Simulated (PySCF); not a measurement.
TeF3, SMILES F[Te](F)F, multiplicity 2. Atoms are numbered in the order given.

```xyz
4

Te     0.0000     0.0000     0.2561
F      0.0000     1.9718     0.0898
F      0.0000    -1.9718     0.0898
F      0.0000     0.0000    -1.6596
```
Charge 0, spin multiplicity 2.

Coordinates come from a B3LYP-D3(BJ)/def2-SVP optimisation. The multiplicity is an assumed one; other spin states were not compared. The isomer is the one that the SMILES or the coordinates give; other isomers of the formula were not compared. The def2 effective core potentials stand for the cores of Te; spin–orbit coupling is left out.

Level of theory: PySCF with r2SCAN/def2-TZVPD.

Mulliken values depend strongly on the basis, most of all with diffuse functions as here. ESP charges are fitted to the potential on shells at 1.4 to 2.0 van der Waals radii. Atomic charges (e):

```csv
atom,ESP fit,Mulliken,Mulliken spin
Te1,0.86,1.32,0.92
F2,-0.33,-0.48,0.03
F3,-0.33,-0.48,0.03
F4,-0.20,-0.36,0.01
```
